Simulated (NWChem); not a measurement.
# HgI cation; SMILES [I][Hg+]

Computed with NWChem. Geometry: optimised at PBE0/def2-SVP. def2 effective core potentials on I, Hg; no spin-orbit coupling. Vertical excitations in the gas phase; the lowest state need not have the same character in each row.

| level | lowest excitation, singlet (eV) | oscillator strength of that lowest state | lowest state with f > 0.02, singlet (eV) | oscillator strength of that bright state | orbital gap (eV) |
|---|---|---|---|---|---|
| B3LYP/def2-SVPD, TDA | 1.13 | 0.001 | 4.89 | 0.226 | 2.09 |
| Hartree-Fock/def2-SVPD, CIS | … | 0.002 | 4.99 | … | … |
| BHandHLYP/def2-SVPD, TDA | 1.43 | 0.001 | 4.99 | 0.340 | 4.30 |

Question: Fill in the missing entries.

Answer: 
- Hartree-Fock/def2-SVPD, CIS, lowest excitation, singlet (eV): 2.13
- Hartree-Fock/def2-SVPD, CIS, oscillator strength of that bright state: 0.457
- Hartree-Fock/def2-SVPD, CIS, orbital gap (eV): 7.95
